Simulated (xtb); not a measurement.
Be(NMe2)(SiH3) (C₂H₉BeNSi), SMILES [N](C)(C)[Be][SiH3]. All values are semi-empirical tight-binding results from xtb (GFN2-xTB unless named), good for trends rather than for accurate numbers. Geometry optimised at GFN2-xTB. The structure was generated by enumeration; whether it is a known compound was not checked. The values are those of a single conformer.

For metal compounds this method's bond lengths and energies can be far off.

Computed properties:
- orbital gap: 3.99 eV
- zero-point energy: 65.5 kcal/mol
- G − E(el) at 298.15 K (modified RRHO): 44.3 kcal/mol
